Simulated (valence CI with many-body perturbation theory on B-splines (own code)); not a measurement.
## From CI to CI+MBPT in Co¹²⁺

Computed by relativistic CI+MBPT: five valence electrons over a frozen Dirac-Fock core [Ne], a basis of 9 s, 9 p, 8 d, 6 f, 3 g, 1 h functions for each j, with the one-electron correlation potential Σ1, the two-electron term Σ2, the three-electron term Σ3, Breit, model QED; selected CI, second order for the rest, scaled by the run's own slope (own B-spline code, finite nucleus).

No measured spectrum was set against this ion. As an estimate, levels of excited configurations hold to 0.05 to 0.15 % of their energy, terms of the ground configuration to about 0.5 %. Among the levels kept, up to 630 cm⁻¹ of a level comes from second order outside the variational space, and about a tenth of that is noise between levels of different J, which matters for small intervals.

Each rung adds one term. CI alone is the Dirac-Coulomb CI over the frozen core; QED comes last and gives the full result, which names the levels. Energies are above 3s²3p³ ⁴S°_3/2 on the same rung, in cm⁻¹.

Names give the largest LS component (configuration and term), which can be under half, so a name can repeat, a term be missing and a line seem to break the LS rules; names also repeat where a configuration has a term twice. Letters in brackets count levels of one name in rising energy.

```csv
Level,CI alone
3s²3p³ ²D°_3/2,44386
3s²3p³ ²D°_5/2,50629
3s²3p³ ²P°_1/2,80732
3s²3p³ ²P°_3/2,89572
3s3p⁴ ⁴P_5/2,295660
3s3p⁴ ⁴P_3/2,307599
3s3p⁴ ⁴P_1/2,312758
3s3p⁴ ²D_3/2,367171
3s3p⁴ ²D_5/2,369993
3s²3p²3d ²P_3/2 [a],421237
3s3p⁴ ²P_1/2,426315
3s3p⁴ ²S_1/2,445829
3s²3p²3d ⁴F_3/2,458650
3s²3p²3d ⁴F_5/2,463518
3s²3p²3d ⁴F_7/2,470665
3s²3p²3d ²F_5/2 [a],476654
```

Q: What do these energies become with core correlation, Breit and QED?

A: 3s²3p³ ²D°_3/2 43925 (-461); 3s²3p³ ²D°_5/2 49956 (-673); 3s²3p³ ²P°_1/2 79831 (-901); 3s²3p³ ²P°_3/2 88508 (-1064); 3s3p⁴ ⁴P_5/2 295131 (-529); 3s3p⁴ ⁴P_3/2 307004 (-595); 3s3p⁴ ⁴P_1/2 312088 (-670); 3s3p⁴ ²D_3/2 365726 (-1445); 3s3p⁴ ²D_5/2 368411 (-1581); 3s²3p²3d ²P_3/2 [a] 418618 (-2619); 3s3p⁴ ²P_1/2 423603 (-2712); 3s3p⁴ ²S_1/2 442958 (-2870); 3s²3p²3d ⁴F_3/2 456200 (-2449); 3s²3p²3d ⁴F_5/2 460921 (-2597); 3s²3p²3d ⁴F_7/2 467864 (-2801); 3s²3p²3d ²F_5/2 [a] 473842 (-2812).

Q: How does the ionisation energy move along the ladder, and which term matters most?

A: CI alone 374.38, + Σ1 374.98, + Σ2 374.86, + Σ3 374.65, + Breit 374.58, + QED 374.59 eV. The largest step is Σ1, 0.60 eV. NIST lists 378.5 ± 0.7 eV (semi-empirical), further off than its uncertainty and the later steps.
